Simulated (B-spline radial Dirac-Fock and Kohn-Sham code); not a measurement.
ΔSCF core binding energies without Breit or QED terms, calculated with a B-spline atomic structure program.

A sound run for atomic selenium, [Ar] 3d10 4s2 4p4: The ground state converged in 10 iterations, with total energy -2428.58851 Ha, virial ratio 1.97618 and highest orbital energy -10.52 eV. ΔSCF binding energies: K (1s) 12692.0 eV, M5 (3d5/2) 62.03 eV. Holes are computed only in closed shells, and unreliable hole states are left out.

A second run, with one unsound setting: The ground state had not converged after 5 iterations, with total energy -2428.58847 Ha, virial ratio 1.97628 and highest orbital energy -10.53 eV. ΔSCF binding energies: K (1s) 12692.0 eV, M5 (3d5/2) 62.03 eV (not all states converged, so these are not final). Holes are computed only in closed shells, and unreliable hole states are left out.

```
iter   energy (Ha)        error
   1    -2428.07444078  1.24e+00
   2    -2428.48914226  9.51e-02
   3    -2428.58552298  2.56e-02
   4    -2428.58816792  1.03e-02
   5    -2428.58847311  1.46e-03
```

Q: Which fault fits the second run best?
A. nuclear radius in wrong units
B. mesh too coarse
C. too few iterations
D. speed of light below Z

A: C. The input had maxit = 5: maxit ends the run before self-consistency.
